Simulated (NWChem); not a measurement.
System: C3H6OSi; SMILES C(#CC)[SiH2]O

NWChem input:

```
start job
memory heap 200 mb stack 900 mb global 1100 mb
geometry units angstroms noautoz
  C      3.098105     0.009777     0.091244
  C      1.642196     0.076671     0.149108
  C      0.426575     0.129241     0.203571
  Si    -1.392759     0.215622     0.277435
  O     -2.117173    -0.720792    -0.896163
  H      3.532135     0.988210    -0.147330
  H      3.515702    -0.318020     1.050933
  H      3.429368    -0.700450    -0.676120
  H     -1.884223    -0.331838     1.561911
  H     -1.784203     1.647403     0.153793
  H     -1.851710    -0.537598    -1.808163
end
basis spherical
  * library def2-tzvp
end
dft
  xc xpbe96 cpbe96
  iterations 150
  semidirect filesize 400000000
  mulliken
end
task dft energy
```

Excerpt of the output:

```
             Northwest Computational Chemistry Package (NWChem) 7.3.0
             --------------------------------------------------------

 C1  symmetry detected

                             Geometry "geometry" -> ""
                             -------------------------

 Output coordinates in angstroms (scale by  1.889725989 to convert to a.u.)

  No.       Tag          Charge          X              Y              Z
 ---- ---------------- ---------- -------------- -------------- --------------
    1 C                    6.0000    -0.24621148     3.10047246    -0.01249632
    2 C                    6.0000    -0.00005615     1.66281423    -0.00613734
    3 C                    6.0000     0.20844123     0.46281752    -0.00712336
    4 Si                  14.0000     0.51893465    -1.33340123     0.00214060
    5 O                    8.0000    -0.89257614    -2.21815635    -0.05970375
    6 H                    1.0000     0.09430590     3.56651605     0.91996388
    7 H                    1.0000     0.28031906     3.58647660    -0.84280149
    8 H                    1.0000    -1.31574514     3.31625247    -0.12448656
    9 H                    1.0000     1.27503182    -1.73321472    -1.20599605
   10 H                    1.0000     1.31037868    -1.65054591     1.22343016
   11 H                    1.0000    -1.54180798    -2.02924177     0.63209387

 Effective nuclear repulsion energy (a.u.)     193.7696888826

  pbe96 is a nonlocal functional; adding pw91lda local functional.

                                 NWChem DFT Module
                                 -----------------

 Summary of "ao basis" -> "ao basis" (spherical)
 ------------------------------------------------------------------------------
       Tag                 Description            Shells   Functions and Types
 ---------------- ------------------------------  ------  ---------------------
 C                         def2-tzvp                11       31   5s3p2d1f
 Si                        def2-tzvp                13       37   5s5p2d1f
 O                         def2-tzvp                11       31   5s3p2d1f
 H                         def2-tzvp                 4        6   3s1p

            General Information
            -------------------
          SCF calculation type: DFT
          Wavefunction type:  closed shell.
          No. of atoms     :    11
          No. of electrons :    46
           Alpha electrons :    23
            Beta electrons :    23
          Charge           :     0
          Spin multiplicity:     1
          Use of symmetry is: off; symmetry adaption is: off
          Maximum number of iterations: 150
          AO basis - number of functions:   197
                     number of shells:    81
          Convergence on energy requested:  1.00D-06
          Convergence on density requested:  1.00D-05
          Convergence on gradient requested:  5.00D-04

              XC Information
              --------------
          PerdewBurkeErnzerhof Exchange Functional  1.000
            Perdew 1991 LDA Correlation Functional  1.000 local
           PerdewBurkeErnz. Correlation Functional  1.000 non-local

             Grid Information
             ----------------
          Grid used for XC integration:  medium
          Radial quadrature: Mura-Knowles
          Angular quadrature: Lebedev.
          Tag              B.-S. Rad. Rad. Pts. Rad. Cut. Ang. Pts.
          ---              ---------- --------- --------- ---------
          C                   0.70       49          13.0       434
          Si                  1.10       88          13.0       590
          O                   0.60       49          14.0       434
          H                   0.35       45          14.0       434
          Grid pruning is: on
          Number of quadrature shells:   554
          Spatial weights used:  Erf1

      Superposition of Atomic Density Guess
      -------------------------------------

 Sum of atomic energies:        -479.63255755

      Non-variational initial energy
      ------------------------------

 Total energy =    -482.010629
 1-e energy   =   -1042.182499
 2-e energy   =     366.402181
 HOMO         =      -0.327091
 LUMO         =      -0.012174

------------------------------------------------------------
EAF file 0: "./job.aoints.0" size=541589504 bytes
------------------------------------------------------------
               write      read    awrite     aread      wait
               -----      ----    ------     -----      ----
     calls:     1033         0         0         0         0
   data(b): 5.42e+08  0.00e+00  0.00e+00  0.00e+00
   time(s): 0.00e+00  0.00e+00  0.00e+00  0.00e+00  0.00e+00
rate(mb/s): 0.00e+00  0.00e+00
------------------------------------------------------------

     ---------------------------------------------
      Total Density - Mulliken Population Analysis
     ---------------------------------------------

    Atom       Charge   Shell Charges
 -----------   ------   -------------------------------------------------------
    1 C    6     6.50   0.86  1.12  0.54  0.65  0.21  1.24  1.39  0.43  0.01  0.03  0.00
    2 C    6     5.93   0.86  1.12  0.59  0.56  0.17  1.13  1.12  0.31  0.02  0.04  0.01
    3 C    6     6.43   0.86  1.12  0.59  0.84 -0.04  1.26  1.33  0.42  0.01  0.02  0.01
    4 Si  14    13.23   2.00  0.59  1.39  0.81  0.40  4.11  1.73  0.49  1.05  0.32  0.15  0.15  0.04
    5 O    8     8.85   0.79  1.18  0.59  0.95  0.24  2.02  2.21  0.85  0.00  0.01  0.00
    6 H    1     0.80   0.24  0.43  0.12  0.02
    7 H    1     0.80   0.24  0.43  0.12  0.02
    8 H    1     0.80   0.23  0.43  0.12  0.02
    9 H    1     1.05   0.23  0.54  0.27  0.01
   10 H    1     1.06   0.23  0.54  0.28  0.01
   11 H    1     0.54   0.19  0.25  0.06  0.04

   convergence    iter        energy       DeltaE   RMS-Dens  Diis-err
 ---------------- ----- ----------------- --------- --------- ---------
 d= 0,ls=0.0,diis     1   -482.2365532756 -6.76D+02  9.40D-03  1.32D+00
 d= 0,ls=0.0,diis     2   -482.0814888295  1.55D-01  5.87D-03  2.44D+00
 d= 0,ls=0.0,diis     3   -482.2783936938 -1.97D-01  2.40D-03  5.08D-01
 d= 0,ls=0.0,diis     4   -482.3035141100 -2.51D-02  1.11D-03  2.37D-01
 d= 0,ls=0.0,diis     5   -482.3324581274 -2.89D-02  3.63D-04  1.00D-02
  Resetting Diis
 d= 0,ls=0.0,diis     6   -482.3334830659 -1.02D-03  1.40D-04  1.51D-03
 d= 0,ls=0.0,diis     7   -482.3336651100 -1.82D-04  6.82D-05  4.59D-05
 d= 0,ls=0.0,diis     8   -482.3336574764  7.63D-06  3.34D-05  1.02D-04
 d= 0,ls=0.0,diis     9   -482.3336702102 -1.27D-05  8.64D-06  1.03D-05
 d= 0,ls=0.0,diis    10   -482.3336712167 -1.01D-06  3.56D-06  1.26D-06
 d= 0,ls=0.0,diis    11   -482.3336713767 -1.60D-07  8.07D-07  7.02D-08

         Total DFT energy =     -482.333671376704
      One electron energy =    -1047.286427717623
           Coulomb energy =      418.802172061605
    Exchange-Corr. energy =      -47.619104603272
 Nuclear repulsion energy =      193.769688882587

 Numeric. integr. density =       46.000003994876

                       DFT Final Molecular Orbital Analysis
                       ------------------------------------

 Vector   21  Occ=2.000000D+00  E=-2.681113D-01
              MO Center= -2.9D-01, -1.6D+00,  1.3D-01, r^2= 2.9D+00
   Bfn.  Coefficient  Atom+Function         Bfn.  Coefficient  Atom+Function
  ----- ------------  ---------------      ----- ------------  ---------------
   138      0.266926   5 O  pz              141      0.219802   5 O  pz
   137     -0.207618   5 O  py              136      0.185214   5 O  px
   140     -0.173630   5 O  py              144      0.164883   5 O  pz
   187     -0.156536  10 H  s               188     -0.155096  10 H  s
   139      0.153994   5 O  px               66      0.137799   3 C  s

 Vector   22  Occ=2.000000D+00  E=-2.454323D-01
              MO Center= -4.5D-03,  9.1D-01, -2.3D-02, r^2= 2.8D+00
   Bfn.  Coefficient  Atom+Function         Bfn.  Coefficient  Atom+Function
  ----- ------------  ---------------      ----- ------------  ---------------
    68      0.284846   3 C  px               37      0.273429   2 C  px
    71      0.234646   3 C  px               40      0.219628   2 C  px
    43      0.147737   2 C  px              137      0.134989   5 O  py
   140      0.111196   5 O  py              175      0.102009   8 H  s
    74      0.093945   3 C  px                6     -0.086413   1 C  px

 Vector   23  Occ=2.000000D+00  E=-2.398204D-01
              MO Center=  2.5D-01,  7.4D-01,  3.6D-02, r^2= 3.4D+00
   Bfn.  Coefficient  Atom+Function         Bfn.  Coefficient  Atom+Function
  ----- ------------  ---------------      ----- ------------  ---------------
    70      0.274320   3 C  pz               39      0.272743   2 C  pz
    73      0.223138   3 C  pz               42      0.221755   2 C  pz
    45      0.150740   2 C  pz              188     -0.118426  10 H  s
   187     -0.113059  10 H  s                76      0.104048   3 C  pz
   182      0.101448   9 H  s               181      0.095596   9 H  s

 Vector   24  Occ=0.000000D+00  E=-4.579508D-02
              MO Center=  9.2D-02, -5.3D-02,  9.4D-02, r^2= 5.5D+00
   Bfn.  Coefficient  Atom+Function         Bfn.  Coefficient  Atom+Function
  ----- ------------  ---------------      ----- ------------  ---------------
    67      0.584883   3 C  s               111     -0.431439   4 Si px
   135     -0.386824   5 O  s               112     -0.340520   4 Si py
    98     -0.328309   4 Si s               176      0.322139   8 H  s
    44      0.256063   2 C  py               37      0.251961   2 C  px
   194      0.252381  11 H  s               182      0.250837   9 H  s

 Vector   25  Occ=0.000000D+00  E=-2.347739D-02
              MO Center=  2.0D-01,  7.8D-01,  2.8D-02, r^2= 4.3D+00
   Bfn.  Coefficient  Atom+Function         Bfn.  Coefficient  Atom+Function
  ----- ------------  ---------------      ----- ------------  ---------------
   164     -0.450597   6 H  s                45      0.417100   2 C  pz
    76     -0.365403   3 C  pz              188      0.350664  10 H  s
   170      0.318173   7 H  s               182     -0.319394   9 H  s
   113     -0.303062   4 Si pz               39      0.296910   2 C  pz
    42      0.270457   2 C  pz               70     -0.220344   3 C  pz

 Vector   26  Occ=0.000000D+00  E= 1.510456D-02
              MO Center= -3.3D-01,  2.1D+00,  1.3D-01, r^2= 9.9D+00
   Bfn.  Coefficient  Atom+Function         Bfn.  Coefficient  Atom+Function
  ----- ------------  ---------------      ----- ------------  ---------------
     5      5.502424   1 C  s                44     -1.755788   2 C  py
   170     -1.564718   7 H  s               164     -1.485412   6 H  s
   176     -1.317812   8 H  s                67     -1.103856   3 C  s
    36     -1.035074   2 C  s                75     -0.832000   3 C  py
    43      0.497647   2 C  px              194     -0.497033  11 H  s

------------------------------------------------------------
EAF file 0: "./job.aoints.0" size=886046720 bytes
------------------------------------------------------------
               write      read    awrite     aread      wait
               -----      ----    ------     -----      ----
     calls:     1690        10         0     16890     16890
   data(b): 8.86e+08  5.24e+06  0.00e+00  8.86e+09
   time(s): 0.00e+00  0.00e+00  0.00e+00  0.00e+00  0.00e+00
rate(mb/s): 0.00e+00  0.00e+00
------------------------------------------------------------

     ---------------------------------------------
      Total Density - Mulliken Population Analysis
     ---------------------------------------------

    Atom       Charge   Shell Charges
 -----------   ------   -------------------------------------------------------
    1 C    6     6.44   0.85  1.12  0.51  0.63  0.24  1.36  1.24  0.42  0.01  0.04  0.00
    2 C    6     6.07   0.86  1.11  0.57  0.61  0.15  1.29  1.10  0.30  0.01  0.05  0.01
    3 C    6     6.07   0.86  1.11  0.55  0.79 -0.04  1.29  1.12  0.37  0.01  0.01  0.01
    4 Si  14    13.62   2.01  0.57  1.39  0.88  0.33  4.13  1.67  0.63  1.22  0.31  0.21  0.22  0.06
    5 O    8     8.49   0.79  1.18  0.59  0.92  0.28  1.91  1.90  0.90  0.00  0.02  0.00
    6 H    1     0.84   0.27  0.46  0.09  0.02
    7 H    1     0.84   0.27  0.46  0.09  0.02
    8 H    1     0.84   0.27  0.46  0.09  0.02
    9 H    1     1.03   0.25  0.53  0.24  0.01
   10 H    1     1.05   0.25  0.53  0.26  0.01
   11 H    1     0.69   0.26  0.34  0.05  0.05

     -------------------------------------------
      Total Density - Lowdin Population Analysis
     -------------------------------------------

    Atom       Charge   Shell Charges
 -----------   ------   -------------------------------------------------------
    1 C    6     6.29   0.91  1.04  0.36  0.35  0.17  1.15  1.40  0.63  0.02  0.23  0.02
    2 C    6     6.10   0.91  1.03  0.36  0.35  0.17  1.10  1.21  0.59  0.02  0.32  0.04
    3 C    6     6.20   0.91  1.03  0.37  0.39  0.21  1.11  1.29  0.66  0.01  0.17  0.04
    4 Si  14    13.86   2.00  0.83  1.09  0.49  0.29  3.85  1.87  0.70  1.12  0.54  0.23  0.64  0.21
    5 O    8     8.12   0.87  1.09  0.54  0.59  0.31  1.76  1.89  1.03  0.00  0.03  0.00
    6 H    1     0.85   0.25  0.39  0.16  0.06
    7 H    1     0.85   0.25  0.39  0.16  0.06
    8 H    1     0.85   0.25  0.39  0.16  0.06
    9 H    1     1.02   0.25  0.47  0.29  0.02
   10 H    1     1.03   0.25  0.47  0.30  0.02
   11 H    1     0.82   0.25  0.31  0.11  0.16

     Multipole analysis of the density
     ---------------------------------

     L   x y z        total         alpha         beta         nuclear
     -   - - -        -----         -----         ----         -------
     0   0 0 0     -0.000000    -23.000000    -23.000000     46.000000

     1   1 0 0     -0.313688     -0.156844     -0.156844     -0.000000
     1   0 1 0      0.945675      0.472837      0.472837      0.000000
     1   0 0 1      0.404318      0.202159      0.202159      0.000000

     2   2 0 0    -27.216841    -46.295581    -46.295581     65.374320
     2   1 1 0     -0.394494      3.580833      3.580833     -7.556160
     2   1 0 1     -1.804445     -0.110571     -0.110571     -1.583304
     2   0 2 0    -24.747168   -344.897143   -344.897143    665.047118
     2   0 1 1     -1.757294      0.300127      0.300127     -2.357548
     2   0 0 2    -28.457429    -23.072354    -23.072354     17.687278
```

Level: PBE/def2-TZVP. Structure relaxed at the B3LYP/6-31G* (spherical d) level.
